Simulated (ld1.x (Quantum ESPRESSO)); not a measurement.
## What one change does to a pseudopotential (hydrogen, TM)

| Quantity | Value |
| --- | --- |
| Element | hydrogen |
| Generator | ld1.x (Quantum ESPRESSO) 7.5 |
| Type | norm-conserving Troullier–Martins (Kleinman–Bylander form) |
| Functional | PBEsol |
| Relativity | scalar-relativistic |
| Frozen core | none |
| Valence charge | 1 |
| Reference configuration | 1s0.5 (charge +0.5) |
| Partial waves | 1s (bound): rc 0.75 bohr |
| Local potential | the s channel |
| Core correction | none |

Change: wave 1s (bound): rc 0.75 bohr becomes 1s (bound): rc 1.04 bohr.

Cutoffs: the cutoffs (Ry, on a coarse ladder) from which the occupation-weighted sum of valence levels, in a spherical-Bessel basis at the reference potential, stays within 10 and 1 mRy of its value at 400 Ry; they do not see the model core or the augmentation charge, which bear on the density cutoff. Errors are all-electron minus pseudo energies relative to the spin-unpolarised reference configuration.

How do hardness, ghosts and transferability respond?

The potential gets softer (25 Ry and 60 Ry → 18 Ry and 40 Ry); neither file shows a bound ghost. A larger radius leaves more room for a smooth pseudo-wave, so fewer plane waves are needed.

| quantity | base | changed |
| --- | --- | --- |
| cutoff, loose | 25 Ry | 18 Ry |
| cutoff, tight | 60 Ry | 40 Ry |
| bound ghosts | none | none |
| error for 1s1, meV [ΔE -4.66 eV] | -0.8 | -0.4 |
